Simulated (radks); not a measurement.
Question: Isoelectronic series with 29 electrons, each ion in its NIST ground configuration. All-electron calculation, scalar-relativistic Kohn-Sham, PBE, spin-polarised, spherical densities, finite nucleus; open shells are filled with parallel spins first (spin-orbit coupling, left out, can overturn this in heavy ions); Fermi nuclear charge, rms radius of each element as measured or else 0.836 A^(1/3) + 0.57 fm. Program: a radial shooting solver on a logarithmic mesh with Libxc functionals. Total energies (hartree) and orbital eigenvalues (hartree) (* marks an orbital that is empty in some or all of the ions):

ion,configuration,E (hartree),4s down*,3d down,4s up,3d up,3p up
Cu,[Ar] 3d10 4s1,-1654.85043,-0.14917,-0.17985,-0.18391,-0.18588,-2.64845
Ga2+,[Ar] 3d10 4s1,-1942.95414,-0.92954,-1.44035,-0.98100,-1.44976,-4.38097
As4+,[Ar] 3d10 4s1,-2256.93266,-2.05830,-3.32267,-2.12286,-3.33425,-6.76140
Rb8+,[Ar] 3d10 4s1,-2962.53722,-5.20171,-8.62820,-5.28913,-8.64351,-13.09875
Nb12+,[Ar] 3d10 4s1,-3772.58029,-9.45911,-15.83882,-9.56735,-15.85765,-21.38405
Tc14+,[Ar] 3d10 4s1,-4217.25301,-11.99842,-20.13754,-12.11663,-20.15810,-26.23932
Rh16+,[Ar] 3d10 4s1,-4688.67334,-14.81127,-24.89358,-14.93926,-24.91589,-31.56716
Ag18+,[Ar] 3d10 4s1,-5187.10613,-17.89861,-30.10492,-18.03623,-30.12896,-37.36756

Estimate the row of Br6+ ([Ar] 3d10 4s1).

Answer: E (hartree) -2596.76125; 4s down* -3.48776; 3d down -5.73016; 4s up -3.56411; 3d up -5.74366; 3p up -9.67971.
